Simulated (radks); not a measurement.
Results of a calculation; reference values are marked as such.
All-electron atom: Se32+ in [He] (the NIST ground configuration).

Level of theory: scalar-relativistic Kohn-Sham, LDA (Slater exchange, Perdew-Wang correlation), spin-unpolarised, spherical densities, finite nucleus; Fermi nuclear charge, rms radius 4.14 fm (a radial shooting solver on a logarithmic mesh with Libxc functionals).

Energy parts (eV):
total: -31291.714
kinetic: 32279.320
electron-nucleus: -64230.533
Hartree: 1168.929
exchange-correlation: -509.430

Orbitals (lengths in bohr, moments of r in powers of bohr; <r^-3> diverges for s and p1/2):
orbital	occ.	eigenvalue (eV)	<r^2>	<r^4>	<1/r>	<r^-3>
1s	2	-15145.32	0.002574	0.00001689	34.71	-
2s	0	-3667.731	0.03718	0.002280	8.482	-
2p	0	-3582.413	0.02759	0.001435	8.298	1581

The highest occupied level is 1s at -15145.3 eV. The density falls to 0.001 e/bohr^3 at r = 0.25 bohr. The electron density at the nucleus is 3.622e+04 e/bohr^3 (large components only).
